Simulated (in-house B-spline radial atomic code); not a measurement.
Computed with a B-spline radial atomic code. Model: two electrons, singlet ground state, non-relativistic, full CI in B-splines with partial waves to l = 8 (at full coupling up to 3e-4 hartree above the limit, correlation up to 0.6 % small), density held at that of full coupling by Lieb maximisation.

Along the adiabatic connection the electron repulsion is scaled by a coupling λ while a local potential keeps the density fixed. At λ = 0 the system is the Kohn-Sham one and W equals the exchange energy; the exchange-correlation energy is the area under W between 0 and 1. The kinetic energy rises with λ as the electrons avoid each other, with dT/dλ = −λ dW/dλ.

Command:
```bash
python run_ac.py task.json out
```
Settings (lengths in bohr, energies in hartree):
```
potential              coulomb
strength               0.626
lmax                   8
wall_radius            0.708
```

Time taken, with all properties: 1.3 s on 1 thread of Intel(R) Xeon(R) Processor @ 2.30GHz, with other jobs on the host.

**W = mean repulsion less Hartree energy, and W of three functionals.**

Given: confinement point charge; nuclear charge 0.626; hard wall radius 0.708 bohr; external potential -Z/r.

Computed: PBE exchange minus exact 112.62 millihartree; SCAN exchange minus exact -15.438 millihartree.

```
coupling  W xc (hartree)  W xc minus exchange (millihartree)  kinetic minus Kohn-Sham (millihartree)  LDA (PW92) W minus its exchange (millihartree)  PBE W minus its exchange (millihartree)  SCAN W minus its exchange (millihartree)
       0         -2.5591                                   0                                       0                                               0                                        0                                         0
    0.02         -2.5612                               -2.15                                       0                                          -14.35                                     -3.7                                     -1.96
    0.05         -2.5644                               -5.36                                     0.1                                          -30.29                                    -9.15                                     -4.86
    0.12               ?                                   ?                                       ?                                               ?                                        ?                                         ?
    0.25         -2.5854                              -26.28                                     3.3                                         -104.24                                   -43.13                                    -23.53
     0.4         -2.6005                             -41.441                                     8.2                                         -145.98                                   -66.36                                    -36.94
     0.6         -2.6201                             -60.979                                    17.9                                         -193.09                                   -95.02                                    -54.17
     0.8         -2.6389                             -79.775                                    31.1                                         -233.89                                  -121.54                                    -70.72
       1               ?                                   ?                                       ?                                               ?                                        ?                                         ?
     1.4         -2.6911                             -132.04                                    88.3                                         -333.56                                  -191.46                                   -116.96
       2         -2.7379                             -178.77                                   167.5                                         -412.49                                  -250.87                                   -158.81
       3         -2.8053                             -246.25                                   335.2                                         -517.26                                  -333.94                                   -220.67
     4.5         -2.8873                             -328.24                                   640.1                                         -636.95                                  -433.36                                    -298.9
       7         -2.9882                             -429.14                                  1212.7                                         -780.62                                  -557.55                                   -401.35
      10         -3.0724                             -513.36                                  1920.9                                          -902.3                                  -665.87                                   -493.15
```

(1) What belongs in the row 0.12?

(2) What belongs in the row 1?

(3) What is the LDA exchange minus exact?

**Energy parts, natural occupations and partial-wave weights.**

Computed: total energy 17.8137 hartree; exchange energy -2.5591 hartree; correlation energy -0.050514 hartree; kinetic part of the DFT correlation energy 0.047349 hartree; Hartree energy 5.1182 hartree; Kohn-Sham kinetic 19.727 hartree; Lieb Oxford ratio E_xc over LDA exchange 1.1819.

| natural | occupation of the shell (electrons) |
| --- | --- |
| s | 1.9965 |
| p | 0.003173 |
| d | 0.00015269 |
| s | ? |
| f | 2.0826e-05 |
| p | 1.8767e-05 |

(4) What belongs in the row s?

| wave | weight |
| --- | --- |
| s | 0.99831 |
| p | ? |
| d | 7.8756e-05 |
| f | 1.1138e-05 |
| g | 2.5904e-06 |

(5) What belongs in the row p?

(6) What is the initial slope twice GL2?

(7) What is the kinetic part over minus potential part?

Answers

(1) W xc (hartree): -2.5719; W xc minus exchange (millihartree): -12.776; kinetic minus Kohn-Sham (millihartree): 0.8; LDA (PW92) W minus its exchange (millihartree): -60.17; PBE W minus its exchange (millihartree): -21.5; SCAN W minus its exchange (millihartree): -11.51.

(2) W xc (hartree): -2.6569; W xc minus exchange (millihartree): -97.864; kinetic minus Kohn-Sham (millihartree): 47.3; LDA (PW92) W minus its exchange (millihartree): -270.26; PBE W minus its exchange (millihartree): -146.28; SCAN W minus its exchange (millihartree): -86.68.

(3) 351.06 millihartree.

(4) occupation of the shell (electrons): 9.948e-05.

(5) weight: 0.0015964.

(6) -0.10773 hartree.

(7) 0.48383.

Half-way to full coupling W has made 52 % of its drop, against 50 % for a straight line, and second-order (GL2) theory, half the initial slope, overshoots the correlation energy by about 7 %: correlation is weak here. Over couplings 0 to 1 the errors in E_xc come to about +241 millihartree for LDA, +85 millihartree for PBE, -10 millihartree for SCAN, so SCAN is nearest. In LDA and PBE and SCAN the errors of exchange and correlation have opposite signs, so the sum is smaller than the larger of the two.
